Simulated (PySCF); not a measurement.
Does the answer move with the share of exact exchange?

Species: CH₇NSSi.
SMILES: `CN[SiH2]S`

Torsions of this conformer, `[CH3:1][NH:2][SiH2:3][SH:4]`: C1–N2–Si3–S4 -145°, H–S4–Si3–N2 55°.

PySCF, def2-SVPD basis, density fitting, gas phase, PBE0-D3(BJ)/def2-SVP geometry; singlet excitations by full TDDFT with frozen cores, triplets by Tamm–Dancoff TDDFT and ionisation energies by ΔSCF, from the lowest of the holes tried. One functional is left out:

| functional | exact exchange (%) | HOMO energy (eV) | LUMO energy (eV) | lowest singlet excitation (eV) | lowest triplet excitation (eV) | mean polarisability (au) | vertical ionisation energy (eV) |
| --- | --- | --- | --- | --- | --- | --- | --- |
| LDA | 0 | -5.69 | -0.68 | 5.05 | 4.94 | 75.7 | 8.64 |
| PBE | 0 | -5.59 | -0.54 | 5.09 | 4.98 | 74.5 | 8.53 |
| PBE0 | 25 | -6.91 | 0.24 | 5.91 | 5.67 | 71.2 | 8.85 |
| BHandHLYP | 50 | -8.15 | 0.84 | 6.26 | 5.82 | 68.8 | 8.92 |

Question: Predict the row of B3LYP (20 % exact exchange) by straight lines through the other rows, and check it.

Answer: 
```tsv
property	line	computed	computed − line	PBE0 (25 %), for comparison
HOMO energy (eV)	-6.65	-6.69	-0.04	-6.91
LUMO energy (eV)	0.00	-0.04	-0.04	0.24
lowest singlet excitation (eV)	5.61	5.70	+0.09	5.91
lowest triplet excitation (eV)	5.38	5.50	+0.12	5.67
mean polarisability (au)	72.4	71.9	-0.5	71.2
vertical ionisation energy (eV)	8.74	8.83	+0.09	8.85
```

Question: Which of these properties follows the share of exact exchange most closely, and which least?

Answer: Most closely the HOMO energy, least the vertical ionisation energy; the correlations over the tabulated rows are HOMO energy -0.999, LUMO energy 0.993, mean polarisability -0.981, lowest singlet excitation 0.979, lowest triplet excitation 0.953, vertical ionisation energy 0.932. The HOMO energy moves by -0.503 eV for every 10 %. Functionals with the same share still differ in their other parts: at 0 % LDA and PBE differ by 0.10 eV in it.
